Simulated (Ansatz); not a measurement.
Consider the β-hydride elimination: `C[NH][SnH2][NH]C` → `C[NH][SnH3]` + `C=N`.

Isolated molecules relaxed with PBE0-D4/def2-TZVP in Ansatz; ΔE leaves out vibrations. CCSD(T)/CBS adds triple-zeta CCSD(T) − MP2 to the extrapolated MP2 energy (def2 sets, frozen cores). This one scheme is used for every species. DFT in def2-TZVPP. Elements past krypton have def2 core potentials. For Sn outer-core shells are correlated without core-valence functions, which leaves a few kJ/mol of doubt a bond. Each species was taken in one conformer, which may not be the lowest.

`C[NH][SnH2][NH]C`:

```xyz
15

C     0.819    0.527    1.988
N    -0.416   -0.060    1.504
Sn   -1.256    0.650   -0.188
N     0.168    0.188   -1.540
C     0.489   -1.204   -1.792
H     1.310   -0.145    2.701
H     0.703    1.504    2.478
H     1.510    0.660    1.151
H    -1.069   -0.242    2.252
H    -2.740   -0.194   -0.344
H    -1.432    2.353   -0.280
H     0.128    0.729   -2.392
H    -0.246   -1.741   -2.410
H     0.568   -1.735   -0.840
H     1.463   -1.290   -2.286
```

`C[NH][SnH3]`:

Cartesian coordinates in Å:
```
C 1.119 -0.962 0.009
N -0.269 -0.700 -0.326
Sn -0.990 1.173 -0.037
H 1.412 -1.957 -0.342
H 1.764 -0.245 -0.508
H 1.360 -0.905 1.081
H -0.875 -1.410 0.062
H -2.650 1.115 -0.417
H -0.112 2.177 -1.100
H -0.759 1.715 1.578
```

`C=N`:

Z-matrix (Å, degrees):
```
C
N 1 1.261
H 1 1.096 2 124.9
H 1 1.092 2 118.8 3 -180.0
H 2 1.021 1 111.0 3 -0.0
```

CCSD(T)/CBS gives +1.34 eV.

Task: Another level gave +1.17 eV. Which?
A. PBE0/def2-TZVPP
B. MP2/def2-TZVPP
C. B2PLYP/def2-TZVPP
D. CCSD/def2-TZVPP

Result: C. B2PLYP 1.17, PBE0 1.29, CCSD/def2-TZVPP 1.21, MP2/def2-TZVPP 1.40 eV.

Largest T1 diagnostic among the species: 0.012.

The D4 term adds +0.17 eV with B3LYP and +0.10 eV with PBE0; it sums over pairs of atoms, weighted by their polarisabilities, and B3LYP, whose exchange is more repulsive, gets the larger term. In def2-TZVPP, CCSD(T) changes the Hartree–Fock value by +0.28 eV (the triples alone add +0.02 eV) and MP2 by +0.45 eV. From PBE to PBE0 (25 % exact exchange), in def2-TZVPP and without D4, ΔE moves by +0.11 eV.

B3LYP here is the variant with VWN-RPA as its local correlation; programs differ in this.
